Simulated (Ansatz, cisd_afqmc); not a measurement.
Species: C, charge -1, quartet.

Total energies in aug-cc-pVDZ, 5 correlated electrons, 1 frozen orbitals. UHF or UKS for unpaired electrons; spin-orbit terms are left out. Cores are frozen in correlated methods. No relativity. The Monte Carlo rows (phaseless AFQMC, CISD trial, step 0.005/hartree) carry one-sigma bars that omit the constraint's bias. Outlying blocks are dropped, and bars are widened where a walk drifts. Over all cases where full CI ran beside it in this data, AFQMC minus full CI had a median of +0.1 mEh and passed +0.4 mEh in a tenth of the cases. Full CI freezes restricted core orbitals and the other rows unrestricted ones, which leaves a small offset even where coupled cluster is exact.

```csv
method,program,energy (Eh),error against FCI (mEh)
HF,Ansatz,-37.70495,102.79
MP2,Ansatz,-37.78509,22.64
CCSD,Ansatz,-37.80388,3.86
CCSD(T),Ansatz,-37.80687,0.86
CCSDT(Q),Ansatz,-37.80779,-0.06
CCSDTQ,Ansatz,-37.80780,-0.07
AFQMC/CISD,cisd_afqmc,-37.8075 ± 0.0002,0.2 ± 0.2
FCI,Ansatz,-37.80774,0.00
```

Ansatz is a program for electronic structure.
